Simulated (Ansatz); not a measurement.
```yaml
crystal:
  periodic: [false, false, false]
  atoms:
    - {symbol: Cl, position_ang: [1.525027, 0.481461, 1.454726]}
    - {symbol: Ga, position_ang: [-0.008822, 0.085573, 0.056341]}
    - {symbol: Cl, position_ang: [-0.309258, -2.031641, -0.496816]}
    - {symbol: I, position_ang: [-1.109572, 1.693101, -1.035255]}
basis:
  gaussian: {orbitals: def2-SVPD, final_grid: {core_spheres: 1, valence_spheres: 1, degree: 5}}
magnetization: {spin_polarized: true, initial_magnetization: 2}
hamiltonian: {xc: {name: wB97M-V}}
output: {forces: true}
```

```sh
$ ansatz run in.yaml --threads 4 --pin off --events-out ev --progress --plain --max-ram 10444MiB
```

It prints (some lines left out):

```
Functional definition: wB97M-V
1293 factors; integrals over basis functions are off by at most 3.4e-4 eV
412 factors; integrals over basis functions are off by at most 3.5e-5 eV
mean field evaluation 1: about -85502.0009 eV, gradient 2.0e1 eV
mean field evaluation 2: about -85502.0782 eV, gradient 2.2e1 eV
mean field evaluation 4: about -85504.3629 eV, gradient 1.0e0 eV
mean field evaluation 8: about -85549.3040 eV, gradient 2.2e1 eV
mean field evaluation 16: about -85551.4187 eV, gradient 2.1e-2 eV
mean field evaluation 32: about -85551.4187 eV, gradient 6.8e-5 eV
mean field -85551.41874951 eV, -3143.9566502100 hartree, gradient 8.4e-7 eV, S^2 2.005992; 6 other end points of the search recorded, 0 dependent functions left out
reference -85551.41894818 eV, -3143.9566575110 hartree; 46, 44 occupied and 81, 83 virtual orbitals, 1293 factors
Total energy: -85551.41894818 eV, -3143.9566575110 hartree
Atom 0 at     1.525027     0.481461     1.454726 Å, force     4.344375     3.564423     3.431577 eV/Å
Atom 1 at    -0.008822     0.085573     0.056341 Å, force    -1.245043    -2.825309     1.556437 eV/Å
Atom 2 at    -0.309258    -2.031641    -0.496816 Å, force    -1.764996    -3.709901    -2.806515 eV/Å
Atom 3 at    -1.109572     1.693101    -1.035255 Å, force    -1.334336     2.970787    -2.181498 eV/Å
Dipole moment:    -0.447015     0.841863    -0.471435 e Å
```

In this input the integration grid is far too coarse. The calculation finished and met its thresholds. The result belongs to that input, not to the molecule as meant.
